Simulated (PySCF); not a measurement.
# Structure from NMR data

The spectra below were simulated for a compound C7H10P2.

¹H NMR (400 MHz, computed): δ 8.93 (m, 1H), 8.86 (m, 1H), 3.16 (m, 2H), 2.91 (m, 3H), 1.30 (t, 3H).

¹³C{¹H} NMR (computed): δ 171.6 (C), 162.8 (C), 153.4 (CH), 152.6 (CH), 36.3 (CH2), 26.4 (CH3), 20.7 (CH3).

Theory: structure optimised with PBE0-D3(BJ)/def2-SVP, shieldings: GIAO KT2/pcSseg-1, in PySCF 2.14.0 with density-fitted response routines (gas phase, relativity neglected, one computed conformer, one averaged value for each set of equivalent atoms).

Chemical shifts δ = σref − σ; TMS for ¹H (σ = 31.18 ppm), ¹³C (σ = 183.22 ppm), all at this level.

Propose a structure and justify it.

## Answers


- 7 carbon signals for 7 carbons: no two carbons are equivalent.
- Carbon types of the structure: 2 × C, 2 × CH, 1 × CH2, 2 × CH3, which accounts for all hydrogens.
- δC 171.6, 162.8: substituted aromatic carbon.
- δC 153.4, 152.6: aromatic CH.
- δC 36.3: sp3 CH2 on an aromatic ring; aliphatic region, no heteroatom directly attached.
- δC 26.4: methyl carbon on an aromatic ring; a saturated carbon with 1 carbon neighbour and no heteroatom attached.
- δC 20.7: methyl carbon; saturated and bonded to C and H only.
- δH 8.93, 8.86: hydrogen on an aromatic CH; the ring current deshields protons in the ring plane.
- δH 2.91: hydrogen on a methyl carbon on an aromatic ring; benzylic-type position, deshielded by the ring.

These data were computed for SMILES CCc1pccpc1C.

This is the structure that produced the data.

Splittings by ³¹P in the carbon and heteronuclear signals aren't shown, as no couplings were computed. Shifts are as computed. Against solution values, carbons near 30 ppm lie about +2 ppm off and those near 130 ppm about -5 ppm. Of 1211 compounds with measured shifts, 218 miss one by over three times the rms of a fit or turn the order of signals round; such compounds aren't used in these exercises. Multiplicities follow the n + 1 count of equivalent neighbours, as no J values were calculated; m marks all less simple cases, F and P coupling included.
